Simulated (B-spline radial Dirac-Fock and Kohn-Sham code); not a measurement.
## K-line shifts caused by a second vacancy in Nb

System: the Nb atom, [Kr] 4d3 5s2 (an excited configuration).

Input file task.json (cfg lists n, l and occupation; rrms is the nuclear radius in fm):

```json
{"items": [{
  "Z": 41,
  "q": 0,
  "cfg": [[1, 0, 2], [2, 0, 2], [2, 1, 6], [3, 0, 2], [3, 1, 6], [3, 2, 10], [4, 0, 2], [4, 1, 6], [4, 2, 3], [5, 0, 2]],
  "A": 93,
  "rrms": 4.324,
  "do": ["binding", "quiet", "double"]
}]}
```

Launch: `python xray_run.py task.json out`

Model: Dirac-Fock energy differences between relaxed states, corrected for Breit and QED terms. Program: an atomic code on a B-spline grid. Each two-hole energy is an average over J within one jj subconfiguration, not an observable level; in light atoms, where LS coupling holds, the j-resolved values are not observed lines, and for a K spectator the Kα1 hypersatellite is nearly forbidden. Correlation and solid-state effects are left out.

Lines without a spectator: Kα2 (K-L2) 16519.3 eV, Kα1 (K-L3) 16613.6 eV, Kβ3 (K-M2) 18603.9 eV, Kβ1 (K-M3) 18619.6 eV. Shifts in eV with one spectator hole (a dash: not computed, or left out as unreliable):

| spectator hole | Kα2 | Kα1 | Kβ3 | Kβ1 |
| --- | --- | --- | --- | --- |
| K (1s) | +454.0 | +463.4 | +575.1 | +576.9 |
| L2 (2p1/2) | +47.2 | +58.7 | – | +127.4 |
| L3 (2p3/2) | +49.3 | +48.4 | +117.2 | – |
| M2 (3p1/2) | – | +5.56 | +13.08 | +16.24 |
| M3 (3p3/2) | +4.44 | – | +14.39 | +13.80 |
| M4 (3d3/2) | +0.16 | -1.77 | – | – |
| M5 (3d5/2) | -2.02 | -0.70 | – | – |

With n spectator holes in 2p, averaged over the 2p shell (energies in eV):

| n | KαLⁿ | step | hypersatellite KαʰLⁿ |
| --- | --- | --- | --- |
| 0 | 16582.1 | – | 17042.4 |
| 1 | 16633.5 | +51.3 | 17095.0 |
| 2 | 16685.9 | +52.5 | 17148.8 |
| 3 | 16739.6 | +53.6 | 17203.8 |
| 4 | 16794.4 | +54.8 | 17259.9 |
| 5 | 16850.4 | +56.0 | 17317.3 |
